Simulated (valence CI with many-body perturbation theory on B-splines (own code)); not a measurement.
From CI to CI+MBPT in Rh12+

Computed by valence CI with perturbative core correlation (CI+MBPT): five valence electrons over a frozen Dirac-Fock core [Ar] 3d10, a basis of 9 s, 9 p, 8 d, 6 f, 3 g, 1 h functions for each j, with the one-electron correlation potential Σ1, the two-electron term Σ2, the three-electron term Σ3, Breit, model QED; selected CI, second order for the rest, scaled by the run's own slope (own B-spline code, finite nucleus).

No measured levels were compared; by estimate levels hold to about 250 cm⁻¹ or 0.2 % of their energy and the worst to 1 %, as in measured heavy ions of charge 2 to 7; those with d or f electrons hold less well. Among the levels kept, up to 600 cm⁻¹ of a level comes from second order outside the variational space, and about a tenth of that is noise between levels of different J, which matters for small intervals.

Each rung adds one term. CI alone is the Dirac-Coulomb CI over the frozen core; QED comes last and gives the full result, which names the levels. Energies are above 4s²4p³ ⁴S°_3/2 on the same rung, in eV.

Names give the largest LS component (configuration and term), which can be under half, so a name can repeat, a term be missing and a line seem to break the LS rules; names also repeat where a configuration has a term twice. Letters in brackets count levels of one name in rising energy.

| Level | CI alone | + Σ1 | + Σ2 | + Σ3 | + Breit | Full |
| --- | --- | --- | --- | --- | --- | --- |
| 4s²4p³ ²D°_3/2 | 4.478 | 4.514 | 4.491 | 4.485 | 4.446 | 4.451 |
| 4s²4p³ ²D°_5/2 | 6.136 | 6.188 | 6.159 | 6.150 | 6.091 | 6.098 |
| 4s²4p³ ²P°_1/2 | 9.078 | 9.136 | 9.056 | 9.033 | 8.978 | 8.985 |
| 4s²4p³ ²P°_3/2 | 12.531 | 12.648 | 12.623 | 12.607 | 12.479 | 12.494 |
| 4s4p⁴ ⁴P_5/2 | 34.995 | 35.117 | 35.300 | 35.319 | 35.316 | 35.214 |
| 4s4p⁴ ⁴P_3/2 | 37.986 | 38.145 | 38.344 | 38.363 | 38.321 | 38.226 |
| 4s4p⁴ ⁴P_1/2 | 38.696 | 38.856 | 39.029 | 39.044 | 39.005 | 38.909 |
| 4s4p⁴ ²D_3/2 | 43.369 | 43.532 | 43.522 | 43.529 | 43.486 | 43.396 |
| 4s4p⁴ ²D_5/2 | 44.518 | 44.702 | 44.732 | 44.739 | 44.664 | 44.577 |
| 4s4p⁴ ²S_1/2 | 49.271 | 49.451 | 49.182 | 49.168 | 49.116 | 49.029 |
| 4s4p⁴ ²P_3/2 | 50.119 | 50.302 | 50.016 | 50.020 | 49.944 | 49.871 |
| 4s²4p²4d ⁴F_3/2 | 54.369 | 54.500 | 54.481 | 54.498 | 54.427 | 54.415 |
| 4s4p⁴ ²P_1/2 | 54.635 | 54.873 | 54.685 | 54.684 | 54.543 | 54.478 |
| 4s²4p²4d ⁴F_5/2 | 55.686 | 55.837 | 55.835 | 55.855 | 55.751 | 55.744 |
| 4s²4p²4d ²F_5/2 | 57.537 | 57.708 | 57.748 | 57.769 | 57.641 | 57.637 |
| 4s²4p²4d ⁴F_7/2 | 57.906 | 58.094 | 58.140 | 58.164 | 58.009 | 58.009 |
| 4s²4p²4d ⁴D_1/2 | 58.496 | 58.682 | 58.620 | 58.637 | 58.510 | 58.502 |
| 4s²4p²4d ⁴D_3/2 | 58.719 | 58.903 | 58.841 | 58.858 | 58.727 | 58.720 |
| 4s²4p²4d ²F_7/2 [a] | 58.745 | 58.930 | 58.959 | 58.979 | 58.830 | 58.829 |

Task: How does the ionisation energy move along the ladder, and which term matters most?

Result: CI alone 277.67, + Σ1 278.68, + Σ2 278.59, + Σ3 278.46, + Breit 278.37, + QED 278.37 eV. The largest step is Σ1, 1.01 eV. NIST lists 277 ± 3 eV (theoretical).
